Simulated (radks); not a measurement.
Results of a calculation; reference values are marked as such.
Sm XXXIX, configuration [Ar] 3d6.

Code: a radial shooting solver on a logarithmic mesh with Libxc functionals. Model: scalar-relativistic Kohn-Sham, SCAN, spin-polarised, spherical densities, finite nucleus; open shells are filled with parallel spins first (spin-orbit coupling, left out, can overturn this in heavy ions); meta-GGA in the generalised Kohn-Sham scheme; Fermi nuclear charge, rms radius 5.0819 fm.

Energy parts (hartree):
| part | energy |
|---|---|
| total | -9397.6223 |
| kinetic | 10107.1547 |
| electron-nucleus | -21086.1555 |
| Hartree | 1752.7115 |
| exchange-correlation | -171.3330 |

Orbitals (lengths in bohr, moments of r in powers of bohr; <r^-3> diverges for s and p1/2):
| orbital | occ. | eigenvalue (hartree) | <r> | <1/r> | <r^-3> |
|---|---|---|---|---|---|
| 1s up | 1 | -1786.919 | 0.02274 | 68.81 | - |
| 1s down | 1 | -1786.897 | 0.02274 | 68.81 | - |
| 2s up | 1 | -349.1741 | 0.09653 | 16.02 | - |
| 2s down | 1 | -348.5042 | 0.09642 | 16.04 | - |
| 2p up | 3 | -318.9295 | 0.08504 | 15.01 | 10250 |
| 2p down | 3 | -318.3950 | 0.08491 | 15.03 | 10280 |
| 3s up | 1 | -122.6136 | 0.2437 | 6.148 | - |
| 3s down | 1 | -121.8109 | 0.2445 | 6.117 | - |
| 3p up | 3 | -113.0979 | 0.2397 | 5.821 | 2378 |
| 3p down | 3 | -112.2668 | 0.2406 | 5.792 | 2351 |
| 3d up | 5 | -101.3859 | 0.2146 | 5.540 | 330.4 |
| 3d down | 1 | -100.3574 | 0.2156 | 5.522 | 328.4 |

The highest occupied level is 3d down at -2730.9 eV. For comparison, the ionisation energy in NIST's Atomic Spectra Database is 2782 eV (theoretical). In exact Kohn-Sham theory the highest level is minus the ionisation energy, but local and semilocal functionals leave it too shallow, through self-interaction and a potential that decays too fast; potentials with the right tail come closer. The spin density at the nucleus is -21.08 e/bohr^3 (1s -7.15, 2s -90.75, 3s 76.82). The density falls to 0.001 e/bohr^3 at r = 0.76 bohr.

Empty levels of this run are not shown, since the potential may be unsettled where no density lies.
